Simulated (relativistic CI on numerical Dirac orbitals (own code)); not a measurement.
# Spin-allowed bands of a d8 ion in a tetrahedral site, by hand

Problem. Take Δ = 9700 cm⁻¹ and B = 600 cm⁻¹ for a d8 ion in a tetrahedral site. Calculate the three spin-allowed bands.

Working.
1. The terms of highest spin are 3F (energy 0) and 3P (15B = 9000 cm⁻¹). Here the F term splits into A2 at +1.2Δ = 11640, T2 at +0.2Δ = 1940 and T1 at −0.6Δ = -5820 cm⁻¹.
2. The two T1 states mix through the element 0.4Δ: H = [[-5820, 3880], [3880, 9000]], with roots ½(H₁₁ + H₂₂) ∓ ½√[(H₂₂ − H₁₁)² + 4H₁₂²] = ½(3180) ∓ ½(16729) = -6774 and 9954 cm⁻¹.
3. The ground term is 3T1 at -6774 cm⁻¹.
4. Bands: 3T2 8714 cm⁻¹ (1148 nm), 3T1(P) 16729 cm⁻¹ (598 nm), 3A2 18414 cm⁻¹ (543 nm).

Check. Exact diagonalisation of the whole d8 shell with these parameters gives 3T2 8714, 3T1 16729, 3A2 18414 cm⁻¹. The match is exact, since without spin-orbit coupling no other term has this spin. The ratio of the second band to the first, 1.920, depends on Δ/B = 16.2 alone, which is how a Tanabe-Sugano diagram is read.
